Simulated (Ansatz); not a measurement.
The cluster MoSe2⁻. Charge -1, multiplicity 2. Geometry B3LYP-D4/def2-TZVP, that of the neutral singlet; atoms count from 1.

Cartesian coordinates in Å:
```
Mo 0.267 -0.147 0.819
Se -1.846 -0.068 0.124
Se 1.579 0.216 -0.943
```

In the def2 sets Mo takes a core potential; there is no spin–orbit coupling. The charge -1 doublet is spin-contaminated (final ⟨S²⟩ up to 1.60, 0.75 for a pure state). The structure comes from a short search, and lower isomers may exist.

Q: Estimate the Mulliken populations from the PBE0/def2-TZVPD orbitals of Ansatz.

A: 
| atom | charge (e) | spin (α − β) | d electrons |
| --- | --- | --- | --- |
| Mo1 | 0.02 | 0.82 | 4.51 |
| Se2 | -0.51 | 0.09 | – |
| Se3 | -0.51 | 0.09 | – |
Mulliken values and Mayer orders depend strongly on the basis. With diffuse functions, as here, like atoms can get unlike values, and bond orders can come out too low or too high.

Q: Where does the spin sit?

A: Summed by element: Mo 0.82, Se 0.18, of 1 unpaired in all. Largest on single atoms: Mo1 0.82, Se2 0.09, Se3 0.09.

Q: And the Mayer bond orders between bonded heavy atoms (over 0.3)?

A: Mo1–Se2 1.97 (2.23 Å); Mo1–Se3 1.97 (2.23 Å).
